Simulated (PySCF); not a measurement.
C2H6Al, SMILES [Al]([CH3])[CH3], multiplicity 2.

The structure is a stationary point at B3LYP-D3(BJ)/def2-TZVP. The spin state was assumed, not searched. The isomer is the one that the SMILES or the coordinates give; other isomers of the formula were not compared.

Calculation: PySCF with PBE/def2-TZVPD.

* **total energy**: -321.99695 hartree
* **point group**: C2v
* **α spin, highest occupied and lowest empty level**: -4.05 and -2.06 eV
* **β spin, highest occupied and lowest empty level**: -6.38 and -2.59 eV
* **dipole moment**: 0.092 e·Å
* **quadrupole, principal values (traceless, Buckingham form, about the centre of nuclear charge)**: -2.57, -1.97, 4.54 D·Å
* **mean static polarisability**: 72.8 bohr³ (10.79 Å³)
* **polarisability, principal values**: 66.1, 69.5, 82.7 bohr³
* **⟨S²⟩**: 0.751 (pure state 0.75)
